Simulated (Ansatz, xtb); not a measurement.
## C6H4O2Se: which of two isomers lies lower

Structure I is `O=Cc1ccc(C=O)[se]1`, a singlet and structure II is `O=Cc1c[se]c(C=O)c1`, a singlet. Both are isolated molecules in the gas phase, relaxed with B3LYP/def2-SVP; each stands in its lowest conformer found.

Energies in hartree; the thermal terms are from GFN2-xTB frequencies at re-optimised GFN2-xTB minima (ideal gas, soft modes damped towards free rotors, one conformer each, 298.15 K, 1 atm) and include the zero-point energy:

|  | I | II |
| --- | --- | --- |
| E, CCSD(T)/def2-SVP | −2779.930304 | −2779.928619 |
| E, MP2/def2-SVP | −2779.848317 | −2779.844906 |
| E, MP2/def2-TZVPP | −2780.879599 | −2780.875951 |
| zero-point energy | 0.080588 | 0.080441 |
| H(298 K) − E | 0.090314 | 0.090137 |
| G(298 K) − E | 0.046337 | 0.045516 |

Problem. Correct the CCSD(T) difference for the basis set by the MP2 change, then work out ΔE, ΔE₀, ΔH and ΔG for I → II in kcal/mol (1 Eh = 627.51 kcal/mol) and the equilibrium ratio [II]/[I].

Solution. 1. Differences II − I: CCSD(T) +0.001685, MP2 in the small set +0.003411, MP2 in the large set +0.003648 Eh.
2. ΔE = +0.001685 + (+0.003648 − (+0.003411)) = +0.001922 Eh = +1.21 kcal/mol.
3. ΔE₀ = ΔE + ΔZPE = +0.001922 + (−0.000147) Eh = +1.11 kcal/mol.
4. ΔH = ΔE + (−0.000177) Eh = +1.10 kcal/mol.
5. ΔG = ΔE + (−0.000821) Eh = +0.69 kcal/mol, so ΔS = (ΔH − ΔG)/T = +5.7 J/(mol K).
6. kT = 0.9442 mEh, so K = [II]/[I] = exp(−ΔG/kT) = exp(−1.17) ≈ 0.31.

The two are too close for this level to say which is favoured. An error of 1 kcal/mol in ΔG would change K by a factor of 5.4. HF/STO-3G gave ΔE the other sign. Mirror images and further conformers aren't counted.

As drawn, both hold the same kinds of bond in the same numbers.

Other levels gave ΔE = +1.6 (GFN2-xTB); −1.6 (HF/STO-3G, GFN2-xTB geometries); +1.5 (r2SCAN-D4/def2-SVP, GFN2-xTB geometries); +1.4 (B3LYP/def2-SVP); −0.1 (HF/def2-SVP); +2.1 (MP2/def2-SVP); +1.1 (CCSD(T)/def2-SVP) kcal/mol. The correlated steps freeze 17 core orbitals; the filled d shell of Se is correlated, in a basis made for valence electrons. Programs: Ansatz 0.2.0, xtb 6.7.1.
